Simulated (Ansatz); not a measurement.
System: H4BPO, charge 0, singlet. H4BPO (SMILES OBP).
B3LYP-D3(BJ)/def2-TZVP minimum from Ansatz (an electronic-structure program):
```
B
O 1 1.3537
H 2 0.9636 1 115.28
H 1 1.1933 2 116.32 3 179.50
P 1 1.9278 4 118.97 2 -174.46
H 5 1.4142 1 96.81 4 -50.89
H 5 1.4186 6 96.19 1 99.98
```
Charge 0, spin multiplicity 1.

Total energies in hartree (Ansatz). Radicals and triplets start from unrestricted determinants; spin-orbit coupling is neglected. Cores are frozen in correlated methods. No relativity. Where a partner has so few electrons that a lower coupled-cluster level is exact, that level stands in.

| species | HF/cc-pV(T+d)Z | CCSD(T)/cc-pV(T+d)Z | HF/cc-pV(Q+d)Z | CCSD(T)/cc-pV(Q+d)Z | CCSD(T)/cc-pV(D+d)Z | CCSDT(Q)/cc-pV(D+d)Z |
|---|---|---|---|---|---|---|
| 1: H4BPO (SMILES OBP) | -442.71233 | -443.26821 | -442.72347 | -443.31356 | -443.11459 | -443.11662 |
| 2: B (doublet) | -24.53207 | -24.59810 | -24.53297 | -24.60084 | -24.58941 | -24.58977 |
| 3: H (doublet) | -0.49981 | -0.49981 | -0.49995 | -0.49995 | -0.49928 | -0.49928 |
| 4: O (triplet) | -74.81176 | -74.97396 | -74.81729 | -74.99357 | -74.90995 | -74.91013 |
| 5: P (quartet) | -340.71631 | -340.82157 | -340.71872 | -340.82830 | -340.79336 | -340.79376 |

Question: Work out the atomisation energy (electronic, to ground-state atoms) in kcal/mol: take Hartree-Fock from cc-pV(Q+d)Z, extrapolate the CCSD(T) correlation energy as X^-3 (X = 3, 4), and add CCSDT(Q) - CCSD(T) in cc-pV(D+d)Z. 1 hartree = 627.51 kcal/mol.

Answer: 
Species 1: correlation (64·(-0.59009) - 27·(-0.55588))/37 = -0.61505; step -0.00203; E1 = -442.72347 + (-0.61505) + (-0.00203) = -443.34055
Species 2: correlation (64·(-0.06787) - 27·(-0.06603))/37 = -0.06921; step -0.00036; E2 = -24.53297 + (-0.06921) + (-0.00036) = -24.60254
Species 3: correlation (64·(0.00000) - 27·(0.00000))/37 = 0.00000; step +0.00000; E3 = -0.49995 + (0.00000) + (+0.00000) = -0.49995
Species 4: correlation (64·(-0.17628) - 27·(-0.16220))/37 = -0.18655; step -0.00018; E4 = -74.81729 + (-0.18655) + (-0.00018) = -75.00402
Species 5: correlation (64·(-0.10958) - 27·(-0.10526))/37 = -0.11273; step -0.00040; E5 = -340.71872 + (-0.11273) + (-0.00040) = -340.83185
-1·E1 +1·E2 +4·E3 +1·E4 +1·E5 = 0.90234 hartree = 566.2 kcal/mol.
